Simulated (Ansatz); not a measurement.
ClF2GeI (`[F][Ge]([F])([Cl])[I]`), 5 atoms. Total charge 0; spin multiplicity 1. Correlated methods include outer-core shells of Ge, I, which these sets cover unevenly. Scalar relativity is left out up to krypton. I takes the def2 core potential. All runs use 4 threads of an AMD EPYC 9R45 on a shared host. Correlated methods freeze the cores.

**Question.** How many basis functions does each run have, and how long does it take in Ansatz? RKS PBE0-D4/def2-QZVPP energy; RKS ωB97M-V/def2-SVP energy; RHF-MP2/def2-QZVPP energy; RKS PBE0-D4/def2-TZVP frequencies; direct RPA on PBE orbitals/def2-TZVPP energy; RHF-CCSD(T)/def2-SVP energy; RKS PBE0-D4/def2-TZVP relaxation (5 steps); RKS ωB97M-V/def2-QZVPP energy; RKS PBE0-D4/def2-SVP energy; RKS BLYP-D4/def2-TZVPP energy; RKS r2SCAN0-D4/def2-TZVPP energy; RKS ωB97M-V/def2-TZVPP energy and forces. (Estimate.)

**Answer.** The calculation gave: Other jobs shared the machine, so times are rough.

```json
{"level": "RKS PBE0-D4/def2-SVP", "job": "energy", "functions": "104", "wall time": "0.65 s", "peak host memory (GiB)": "0.41"}
{"level": "RKS BLYP-D4/def2-TZVPP", "job": "energy", "functions": "202", "wall time": "0.7 s", "peak host memory (GiB)": "0.3"}
{"level": "direct RPA on PBE orbitals/def2-TZVPP", "job": "energy", "functions": "202", "wall time": "1.9 s", "peak host memory (GiB)": "0.5"}
{"level": "RKS r2SCAN0-D4/def2-TZVPP", "job": "energy", "functions": "202", "wall time": "1.9 s", "peak host memory (GiB)": "0.75"}
{"level": "RKS ωB97M-V/def2-SVP", "job": "energy", "functions": "104", "wall time": "2.1 s", "peak host memory (GiB)": "0.41"}
{"level": "RHF-CCSD(T)/def2-SVP", "job": "energy", "functions": "104", "wall time": "3 s", "peak host memory (GiB)": "0.5"}
{"level": "RKS PBE0-D4/def2-QZVPP", "job": "energy", "functions": "355", "wall time": "3.1 s", "peak host memory (GiB)": "1.5"}
{"level": "RKS ωB97M-V/def2-TZVPP", "job": "energy and forces", "functions": "202", "wall time": "3.9 s", "peak host memory (GiB)": "0.85"}
{"level": "RHF-MP2/def2-QZVPP", "job": "energy", "functions": "355", "wall time": "5.5 s", "peak host memory (GiB)": "1.6"}
{"level": "RKS ωB97M-V/def2-QZVPP", "job": "energy", "functions": "355", "wall time": "6 s", "peak host memory (GiB)": "1.7"}
{"level": "RKS PBE0-D4/def2-TZVP", "job": "relaxation (5 steps)", "functions": "197", "wall time": "10 s", "peak host memory (GiB)": "0.68"}
{"level": "RKS PBE0-D4/def2-TZVP", "job": "frequencies", "functions": "197", "wall time": "39 s", "peak host memory (GiB)": "0.67"}
```
